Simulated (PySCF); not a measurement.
Ligands exchanged one at a time, B NH2-SH. All species are isolated molecules in the gas phase. One relaxed conformer stands for each flexible species; it need not be the lowest. Strings in code marks are SMILES.

The four lowest singlet excitations (Tamm–Dancoff). Method: B3LYP-D3(BJ)/def2-TZVP // PBE0-D4/def2-TZVP (PySCF 2.14.0). B3LYP has the VWN-RPA correlation part, as in Gaussian. Excitations are Tamm–Dancoff values on a coarser integration grid. The basis has no diffuse functions, so Rydberg states are missing or too high.

```json
[
 {"state": "S1", "energy (eV)": "5.30", "wavelength (nm)": "234", "oscillator strength": "0.000"},
 {"state": "S2", "energy (eV)": "5.36", "wavelength (nm)": "231", "oscillator strength": "0.000"},
 {"state": "S3", "energy (eV)": "5.97", "wavelength (nm)": "208", "oscillator strength": "0.212"},
 {"state": "S4", "energy (eV)": "6.02", "wavelength (nm)": "206", "oscillator strength": "0.191"}
]
```

Name which member gives these states.
A) `NB(S)S` (S–B–S–H torsion -180°, S–B–S–H torsion 0°)
B) `NB(N)N`
C) `SB(S)S`

C, `SB(S)S`
